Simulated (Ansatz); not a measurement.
Start from `[GeH3]/[CH]=C\Br` and change one atom or group (the configuration at the double bond changes too) to get `[SiH3]/C=C/Br`.

Ansatz, PBE0-D4/def2-TZVP geometries, multiplicity 1. 

Scalar relativity is left out up to krypton.

```json
{"property": "HOMO–LUMO gap (B3LYP/def2-TZVPP) / eV", "`[GeH3]/[CH]=C\\Br`": "6.31"}
{"property": "size of the dipole moment (ωB97M-V/def2-TZVPP) / D", "`[GeH3]/[CH]=C\\Br`": "1.35"}
{"property": "HOMO–LUMO gap (PBE/def2-TZVPP) / eV", "`[GeH3]/[CH]=C\\Br`": "4.69"}
{"property": "LUMO energy (PBE0/def2-TZVPP) / eV", "`[GeH3]/[CH]=C\\Br`": "-0.76"}
{"property": "HOMO energy (B3LYP/def2-TZVPP) / eV", "`[GeH3]/[CH]=C\\Br`": "-7.27"}
{"property": "HOMO energy (PBE0/def2-TZVPP) / eV", "`[GeH3]/[CH]=C\\Br`": "-7.51"}
```

**Question.** What does the change do to each property? (Best estimate.)

**Answer.** Ansatz gave: 
| property | `[SiH3]/C=C/Br` | shift |
| --- | --- | --- |
| HOMO–LUMO gap (B3LYP/def2-TZVPP) / eV | 6.27 | -0.04 |
| size of the dipole moment (ωB97M-V/def2-TZVPP) / D | 0.90 | -0.45 |
| HOMO–LUMO gap (PBE/def2-TZVPP) / eV | 4.63 | -0.06 |
| LUMO energy (PBE0/def2-TZVPP) / eV | -0.84 | -0.08 |
| HOMO energy (B3LYP/def2-TZVPP) / eV | -7.31 | -0.04 |
| HOMO energy (PBE0/def2-TZVPP) / eV | -7.55 | -0.04 |

Dipoles are sizes alone; their direction can turn.

B3LYP here is the variant with VWN-RPA as its local correlation; programs differ in this.

Spin–orbit coupling is left out; it splits and shifts lone-pair levels of the heavy atoms by tenths of an eV.
